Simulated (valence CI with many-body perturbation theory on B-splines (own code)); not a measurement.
# E1 transitions of Hf

Method: configuration interaction combined with many-body perturbation theory (CI+MBPT): four valence electrons over a frozen Dirac-Fock core [Xe] 4f14, a basis of 9 s, 9 p, 10 d, 8 f, 5 g, 3 h, 1 i functions for each j, with the one-electron correlation potential Σ1, the two-electron term Σ2, the three-electron term Σ3, Breit, model QED; selected CI, second order for the rest, scaled by the run's own slope (own B-spline code, finite nucleus).

Set against measurement, 22 paired levels are off by 299 cm⁻¹ on average, the worst by 855. These come from a selection out of the NIST Handbook of Basic Atomic Spectroscopic Data. Levels without a partner in it may be off by more, other configurations by 1,000 to 4,000 cm⁻¹. Among the levels kept, up to 500 cm⁻¹ of a level comes from second order outside the variational space, and about a tenth of that is noise between levels of different J, which matters for small intervals.

Lines 1 to 50 of 205 in falling wavelength, among levels below 28603 cm⁻¹, chosen from the strongest by gf and those to the six lowest levels. Wavelengths and rates use the calculated energies, so an error of 300 cm⁻¹ moves a line at 17020 Å by 5.1 % and its rate by three times that or more. Electric multipoles are in the length gauge, E1 and E2 with the static RPA response of the core. Weak lines are less certain than strong ones. Lines between different terms over intervals too small for the method are left out, as are lines whose strength nearly cancels and 2 of this kind that miss the measured wavelength by over 7 %. The highest levels of a list are the least certain.

Names give the largest LS component (configuration and term), which can be under half, so a name can repeat, a term be missing and a line seem to break the LS rules; names also repeat where a configuration has a term twice. Letters in brackets count levels of one name in rising energy.

```csv
λ vac (Å),λ from measured levels,Upper,Lower,A (s⁻¹),log gf,Branch %
24180,,5d2 6s 6p 3G°_3 [b],5d3 6s 3F_3,1.08e+04,-2.18,0.0
23930,,5d2 6s 6p 3F°_2,5d3 6s 3D_1,1.56e+04,-2.17,0.0
20980,,5d2 6s 6p 5D°_0 [a],5d3 6s 5P_1,1.38e+05,-2.04,2.0
20780,,5d2 6s 6p 3F°_2,5d3 6s 3F_2,1.68e+04,-2.26,0.1
20630,,5d2 6s 6p 5D°_1 [a],5d3 6s 5P_2,3.99e+04,-2.12,0.5
20590,,5d2 6s 6p 5D°_3,5d3 6s 5P_3,3.07e+04,-1.86,0.3
20530,,5d2 6s 6p 5G°_2,5d3 6s 5F_1,2.79e+04,-2.05,3.3
19950,,5d2 6s 6p 5D°_1 [a],5d3 6s 5P_1,1.19e+05,-1.67,1.6
19760,,5d 6s2 6p 3D°_3,5d3 6s 5F_2,2.46e+04,-2.00,1.1
19320,,5d2 6s 6p 3G°_3 [a],5d3 6s 3G_4,3.94e+04,-1.81,0.4
19320,,5d2 6s 6p 5D°_2 [b],5d3 6s 3D_1,4.46e+04,-1.90,0.2
19130,,5d2 6s 6p 3G°_3 [a],5d3 6s 3F_2,3.02e+04,-1.94,0.3
18790,,5d2 6s 6p 5D°_2 [a],5d3 6s 5P_2,9.83e+04,-1.59,1.1
18220,,5d2 6s 6p 5D°_2 [a],5d3 6s 5P_1,7.50e+04,-1.73,0.8
18000,,5d2 6s 6p 3G°_3 [a],5d3 6s 3G_3,1.10e+05,-1.43,1.1
17930,,5d2 6s 6p 5G°_3,5d3 6s 5F_2,2.78e+04,-2.03,1.3
17210,,5d2 6s 6p 5D°_2 [b],5d3 6s 3F_2,7.36e+04,-1.79,0.3
17020,,5d2 6s 6p 5D°_4,5d3 6s 5P_3,2.41e+05,-1.03,3.7
17020,16300,5d 6s2 6p 1P°_1,5d2 6s2 1S_0,9.46e+04,-1.91,0.2
16610,,5d2 6s 6p 3G°_3 [b],5d3 6s 3G_4,4.27e+04,-1.91,0.2
16500,,5d2 6s 6p 5D°_3,5d3 6s 5P_2,1.87e+05,-1.27,1.6
16290,,5d2 6s 6p 5D°_2 [b],5d3 6s 3G_3,5.49e+04,-1.96,0.2
16150,,5d2 6s 6p 5G°_4,5d3 6s 5F_3,8.41e+04,-1.53,19.0
16040,,5d2 6s 6p 3G°_3 [a],5d3 6s 5P_3,3.58e+04,-2.01,0.3
15620,,5d2 6s 6p 3G°_3 [b],5d3 6s 3G_3,2.49e+05,-1.20,0.9
15280,,5d2 6s 6p 5D°_1 [b],5d2 6s2 1S_0,5.72e+04,-2.22,0.3
15230,,5d 6s2 6p 3P°_2,5d3 6s 5F_2,2.10e+04,-2.44,0.6
14430,,5d2 6s 6p 5G°_5,5d3 6s 5F_4,1.32e+05,-1.34,41.2
14240,,5d2 6s 6p 3F°_2,5d3 6s 5P_2,1.99e+04,-2.52,0.1
13990,,5d2 6s 6p 5D°_0 [b],5d3 6s 5P_1,2.99e+05,-2.06,18.6
13590,,5d3 6s 3F_4,5d 6s2 6p 3F°_4,1.30e+04,-2.49,40.0
13580,,5d3 6s 3P_2,5d 6s2 6p 3P°_2,2.78e+04,-2.42,6.6
13510,,5d3 6s 3F_2,5d 6s2 6p 1D°_2,2.45e+04,-2.48,87.6
13320,,5d2 6s 6p 5F°_3,5d3 6s 5F_4,2.39e+05,-1.35,8.0
13160,,5d2 6s 6p 5F°_2,5d3 6s 5F_3,3.67e+05,-1.32,11.7
13100,,5d2 6s 6p 5D°_1 [b],5d3 6s 5P_1,1.21e+05,-2.03,0.6
13060,,5d2 6s 6p 5F°_4,5d3 6s 5F_5,1.43e+05,-1.48,4.9
12830,,5d2 6s 6p 3S°_1,5d3 6s 5P_2,2.14e+05,-1.80,0.9
12810,,5d2 6s 6p 5F°_1,5d3 6s 5F_2,4.63e+05,-1.47,12.9
12590,13430,5d 6s2 6p 3D°_1,5d2 6s2 3P_1,9.40e+04,-2.17,4.6
12220,,5d2 6s 6p 5D°_2 [b],5d3 6s 5P_1,4.27e+04,-2.32,0.2
12080,12720,5d 6s2 6p 1D°_2,5d2 6s2 3P_1,1.52e+04,-2.78,5.0
11990,,5d2 6s 6p 5G°_6,5d3 6s 5F_5,2.09e+05,-1.23,100.0
11950,,5d3 6s 3D_1,5d 6s2 6p 3D°_1,5.05e+04,-2.49,60.1
11850,,5d2 6s 6p 5F°_1,5d3 6s 5F_1,1.53e+06,-1.02,42.7
11780,,5d 6s2 6p 1F°_3,5d3 6s 5F_4,6.10e+04,-2.05,0.5
11750,,5d2 6s 6p 5F°_2,5d3 6s 5F_2,1.25e+06,-0.89,39.7
11640,,5d2 6s 6p 5F°_3,5d3 6s 5F_3,1.50e+06,-0.67,50.6
11540,12270,5d 6s2 6p 3F°_2,5d2 6s2 3F_3,1.85e+03,-3.73,2.1
11400,11930,5d 6s2 6p 3D°_1,5d2 6s2 1D_2,9.03e+02,-4.28,0.0
```
